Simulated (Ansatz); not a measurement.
A structure relaxed at r2SCAN/def2-SVP in Ansatz, charge 1, singlet:

Cartesian coordinates in Å:
```
Na -3.557 0.141 -0.868
Na 0.015 -0.001 -0.025
Na -1.675 -2.054 -2.571
Na 3.118 1.926 0.460
Na 2.099 -0.013 3.003
```

Question: Give its formula and point group.

Answer: Na₅⁺ (the lowest singlet isomer of a short search). Point group D2 (tolerance 0.1 Å).

Question: Summarise the bond lengths by kind (pairs closer than 1.2 times the sum of covalent radii, bridged metal pairs left out).

Answer: 6 × Na–Na 3.36 to 3.68 Å.

The structure comes from a short search, and lower isomers may exist.
